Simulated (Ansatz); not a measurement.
The pair A = NH3 (SMILES N) (first 4 atoms), B = H2 (SMILES [H][H]); geometry from B3LYP-D3(BJ)/def2-TZVP.
(charge 0, multiplicity 1):
```xyz
6

N     -0.1683    -0.1111     0.0589
H     -0.7180     0.6543    -0.3143
H      0.7483    -0.0650    -0.3713
H     -0.6037    -0.9744    -0.2452
H     -0.0091     0.0102     2.6694
H      0.0362     0.0447     3.4152
```

Cores are frozen in the correlated methods.

Run with Ansatz (Gaussian orbitals). Values without a source in brackets are computed.

Total energies (hartree), monomers frozen at their geometry in the pair:

```json
[
 {"structure": "AB", "HF/aug-cc-pVDZ": "-57.3343097", "PBE/def2-TZVPPD": "-57.6801851", "MP2/aug-cc-pVTZ": "-57.6265138"},
 {"structure": "A in the pair's basis", "HF/aug-cc-pVDZ": "-56.2055930", "PBE/def2-TZVPPD": "-56.5127354", "MP2/aug-cc-pVTZ": "-56.4606435"},
 {"structure": "B in the pair's basis", "HF/aug-cc-pVDZ": "-1.1288478", "PBE/def2-TZVPPD": "-1.1661573", "MP2/aug-cc-pVTZ": "-1.1649902"},
 {"structure": "A", "HF/aug-cc-pVDZ": "-56.2053393", "PBE/def2-TZVPPD": "-56.5126173", "MP2/aug-cc-pVTZ": "-56.4605052"},
 {"structure": "B", "HF/aug-cc-pVDZ": "-1.1288259", "PBE/def2-TZVPPD": "-1.1661502", "MP2/aug-cc-pVTZ": "-1.1649468"}
]
```

### Question
Work out the interaction energy without and with the counterpoise correction, and the superposition error, for each level.

### Answer

E(AB) − E(A) − E(B), times 627.509 kcal/mol, with the monomers in their own basis and then in the pair's basis:
- HF/aug-cc-pVDZ: -0.09 uncorrected, 0.08 corrected; the monomers gain 0.17 kcal/mol from borrowed functions
- PBE/def2-TZVPPD: -0.89 uncorrected, -0.81 corrected; the monomers gain 0.08 kcal/mol from borrowed functions
- MP2/aug-cc-pVTZ: -0.67 uncorrected, -0.55 corrected; the monomers gain 0.11 kcal/mol from borrowed functions

Ansatz is a first-principles code.
